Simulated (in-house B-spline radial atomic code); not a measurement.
A run on Sc⁻ that did not converge. Method: scalar-relativistic (X2C) r2SCAN0, spin-polarised, spherical fractional occupations, exact exchange averaged over the configuration, Fermi nucleus of rms radius 3.5459 fm; computed with an all-electron radial atomic-structure program (B-spline basis).

Command:
```bash
python run_scf.py task.json out
```
Settings (nuclear radius in fm, mass in u):
```
Z                21
configuration    [Ar] 3d2 4s2
hamiltonian      x2c
method           r2scan0
spin_polarised   True
nucleus          fermi
rms_radius       3.5459
atomic_mass      44.95591
speed_of_light   137.035999084
exact_exchange   averaged over the configuration
```

First and last ten iterations of the last attempt (damped for 15 steps, keeping 80 % of the old Fock matrix, then DIIS):
```
 iter        energy (Eh)    residual
    1        -763.241537    4.88e-02
    2        -763.419390    1.02e-01
    3        -763.746920    6.34e-02
    4        -763.925542    4.51e-02
    5        -764.019758    3.18e-02
    6        -764.067875    2.25e-02
    7        -764.091997    1.53e-02
    8        -764.104349    1.01e-02
    9        -763.712263    4.21e-02
   10        -764.044653    2.19e-02
  111        -715.502436    1.35e+00
  112        -718.779712    1.09e+00
  113        -718.215189    1.14e+00
  114        -718.893044    1.08e+00
  115        -756.668799    4.85e-01
  116        -760.306308    3.27e-01
  117        -762.979772    1.26e-01
  118        -763.947246    4.70e-02
  119        -762.618135    5.47e-02
  120        -764.058208    2.13e-02
 not converged after 120 iterations
```

The smallest residual met was 4.8e-03; the threshold is about 2e-07. No energy from this run should be used. Cost of the run: 8.1 s on 1 thread of Arm Neoverse N1, with other jobs on the host.
